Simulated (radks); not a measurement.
Mo18+, 24 electrons, occupied as [Ar] 3d5 6s1 (not the ground configuration).

Method: scalar-relativistic Kohn-Sham, PBE, spin-polarised, spherical densities, finite nucleus; open shells are filled with parallel spins first (spin-orbit coupling, left out, can overturn this in heavy ions); Fermi nuclear charge, rms radius 4.4091 fm; computed with a radial shooting solver on a logarithmic mesh with Libxc functionals.

Energy parts (hartree):
part                       energy
total                 -3867.60974
kinetic                3993.87020
electron-nucleus      -8779.86056
Hartree                1021.64177
exchange-correlation   -103.26115

Orbitals (lengths in bohr, moments of r in powers of bohr; r(90%) holds 90 % of the orbital's charge):
| orbital | occ. | eigenvalue (hartree) | <r^4> | r(90%) |
|---|---|---|---|---|
| 1s up | 1 | -751.7614 | 7.210e-06 | 0.0630 |
| 1s down | 1 | -751.7556 | 7.209e-06 | 0.0630 |
| 2s up | 1 | -126.1212 | 0.001312 | 0.237 |
| 2s down | 1 | -125.7251 | 0.001302 | 0.236 |
| 2p up | 3 | -115.2648 | 0.0009379 | 0.217 |
| 2p down | 3 | -114.9686 | 0.0009279 | 0.217 |
| 3s up | 1 | -37.89262 | 0.05199 | 0.591 |
| 3s down | 1 | -37.39886 | 0.05303 | 0.594 |
| 3p up | 3 | -34.34193 | 0.05283 | 0.596 |
| 3p down | 3 | -33.83607 | 0.05416 | 0.599 |
| 3d up | 5 | -28.93493 | 0.04359 | 0.570 |
| 3d down | 0 | -28.34033 | 0.04550 | 0.576 |
| 6s up | 1 | -6.44023 | 36.89 | 2.98 |

The highest occupied level is 6s up at -175.25 eV. The configuration is held as typed, so some empty levels lie below it. Spin moment in Bohr magnetons: 6. The density falls to 0.001 e/bohr^3 at r = 3.27 bohr. The spin density at the nucleus is 54.02 e/bohr^3 (1s -0.45, 2s -21.21, 3s 14.94, 6s 60.73).
